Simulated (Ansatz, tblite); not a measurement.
Forces on [TaS4]3- (TaS₄³⁻) at its PBE-D4/def2-SVPD geometry. Charge -3, multiplicity 1.

In the def2 sets Ta takes a core potential; there is no spin–orbit coupling. The xTB rows come from tblite. A multiply charged anion in the gas phase is held together partly by the finite basis. At r2SCAN-D4/def2-TZVPD the highest occupied level of the charge -3 singlet lies above zero (up to 6.32 eV). The electron is either unbound and held by the finite basis, or the level is raised by self-interaction error.

GFN1-xTB (tblite), largest force 0.67 eV/Å:

```xyz
5
positions Å, forces eV/Å
Ta    0.000    0.000    0.000    0.000    0.000   -0.003
S    -2.175    0.117   -0.870    0.621   -0.033    0.249
S     1.552    0.270   -1.737   -0.443   -0.077    0.497
S     0.323   -2.087    1.020   -0.092    0.595   -0.291
S     0.299    1.700    1.588   -0.085   -0.485   -0.452
```

GFN2-xTB (tblite), largest force 0.16 eV/Å:

```
Ta 0.000 0.000 -0.002
S -0.143 0.008 -0.057
S 0.102 0.018 -0.113
S 0.021 -0.137 0.067
S 0.020 0.112 0.105
```

r2SCAN-D4/def2-TZVPD (Ansatz), largest force 0.30 eV/Å:

```
Ta 0.000 0.000 -0.003
S 0.275 -0.015 0.111
S -0.196 -0.034 0.221
S -0.041 0.264 -0.129
S -0.038 -0.214 -0.200
```
